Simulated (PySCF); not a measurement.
F2GeH4OSi.

```xyz
9

O     -1.5409    -1.4424     0.0000
Si     0.0012    -0.8809     0.0000
F      0.8028    -1.4665    -1.2818
F      0.8028    -1.4665     1.2818
Ge    -0.0124     1.4607     0.0000
H     -1.7009    -2.3930     0.0000
H     -0.7368     1.9682     1.2524
H      1.4295     1.9829     0.0000
H     -0.7368     1.9682    -1.2524
```

Coordinates come from a ωB97X-D3(BJ)/def2-SVP optimisation. The structure was generated by enumeration, and PubChem lists no compound with its InChIKey, so it may never have been made. The values are those of a single conformer.

Level of theory: KT2/pcSseg-1 (PySCF). Non-relativistic, no solvent.

Computed absolute GIAO shielding of each atom: isotropic value and principal components (ppm):
```
atom  σ(iso)     σ11     σ22     σ33   span
----  ------  ------  ------  ------  -----
O1     251.1   203.3   237.7   312.2  108.9
Si2    386.1   358.7   374.3   425.3   66.6
F3     265.5   200.4   227.6   368.6  168.2
F4     265.5   200.4   227.6   368.6  168.2
Ge5   1712.1  1687.0  1722.2  1727.1   40.1
H6      28.5    21.2    21.8    42.3   21.1
H7      27.8    21.6    22.7    39.0   17.4
H8      27.8    21.7    22.7    39.1   17.4
H9      27.8    21.6    22.7    39.0   17.4
```
